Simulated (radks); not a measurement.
Results of a calculation; reference values are marked as such.
Ionisation of neutral titanium, [Ar] 3d2 4s2, to [Ar] 3d2 4s1 as the strength of local exchange is varied. Code: a radial shooting solver on a logarithmic mesh with Libxc functionals. Model: non-relativistic Kohn-Sham, Slater X-alpha exchange (alpha = 2/3 is LDA exchange), no correlation, spin-polarised, spherical densities, point nucleus; open shells are filled with parallel spins first.

alpha  E(Ti) (hartree)  exchange (hartree)  IE (eV)  -e of the level emptied (eV)  <r> of it (bohr)
0.667       -845.54970           -38.05626    5.573                    3.275 (4s)             3.766
0.7         -847.43449           -40.02153    5.706                    3.421 (4s)             3.736
0.833       -855.07001           -48.01875    6.267                    4.044 (4s)             3.615
0.883       -857.95670           -51.05684    6.489                    4.292 (4s)             3.570
0.903       -859.11384           -52.27688    6.579                    4.394 (4s)             3.552
0.955       -862.12900           -55.46187    6.819                    4.664 (4s)             3.507
0.978       -863.46566           -56.87653    6.927                    4.786 (4s)             3.487

NIST Atomic Spectra Database: 6.828 eV (measured). The Delta-SCF value meets it near alpha = 0.96. Open shells are spherical and high-spin; term and fine-structure splittings are not resolved.
